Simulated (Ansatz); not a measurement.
def2 core potentials replace the inner electrons of Bi.

Species: CH$_{5}$BiO$_{2}$, SMILES `[CH3][Bi]([OH])[OH]` with one electron removed (charge 1, multiplicity 2).

### Question
Give a relaxed geometry from PBE0-D3(BJ)/def2-SVP (Ansatz, a first-principles code).

### Answer
One answer among several that fit: the end point of this relaxation, one of several conformers (outside a Z-matrix the atoms follow the SMILES, hydrogens last).
Cartesian coordinates (Å) in one orientation:
```xyz
9

C      1.635    -0.078    -0.234
Bi    -0.690    -0.081    -1.020
O     -1.177     1.662    -0.065
O     -1.291    -1.538     0.285
H      2.228    -0.203    -1.148
H      1.561    -0.943     0.437
H      1.630     0.918     0.228
H     -1.892     1.694     0.589
H     -2.003    -1.378     0.924
```
